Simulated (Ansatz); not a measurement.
Energy needed to pull apart CH4GeS (SMILES S=[CH][GeH3]), closed shell, into free ground-state atoms, from the structure below (displaced at random from a GFN2-xTB minimum); no zero-point or spin–orbit terms; open-shell atoms are treated unrestricted, in their ground-state multiplicity.

```xyz
7
angstrom
S -0.4177 -1.9837 1.1803
C -0.5165 -1.0652 0.0045
Ge 0.3688 0.7472 -0.1594
H -1.1735 -1.2704 -0.7969
H 0.0347 1.4465 -1.3899
H -0.0256 1.5028 1.0363
H 1.9758 0.5141 0.0742
```

Computed with Ansatz 0.2.0 (basis: def2-TZVPP); correlated methods freeze the cores. Filled d shells of the heavier atoms are correlated. The def2 sets are not built for correlating such inner shells, so the correlated values are less sure here.

```tsv
method	atomization energy (eV)
SPW92	24.53
PBE-D4	?
r2SCAN-D4	21.32
PBE0-D4	21.16
r2SCANh-D4	21.17
wB97M-V	21.25
HF	?
MP2	20.87
CCSD	20.39
CCSD(T)	20.78
```

Task: What does PBE-D4 give? (Judge from chemistry; the value comes from the calculation.)

Result: The calculation gives: 21.50 eV, which is about 0.72 eV more than CCSD(T)/def2-TZVPP.

Task: What does HF give? (To be estimated.)

Result: The calculation gives: 14.70 eV, which is about 6.08 eV less than CCSD(T)/def2-TZVPP.

In triple zeta the MP2 and coupled-cluster atomization energies are still short of their basis limit by a few kcal/mol a bond, whereas those of the functionals are nearly converged, so these differences are not deviations from converged CCSD(T).

T1 diagnostic: at most 0.014.

For scale, one of the runs: CCSD(T)/def2-TZVPP forces, 177 basis functions (an equivalent command: `ansatz run in.yaml --threads 4`). Hardware: 4 CPU threads, shared host. Wall time 3.3 min; peak host memory 2.9 GiB.
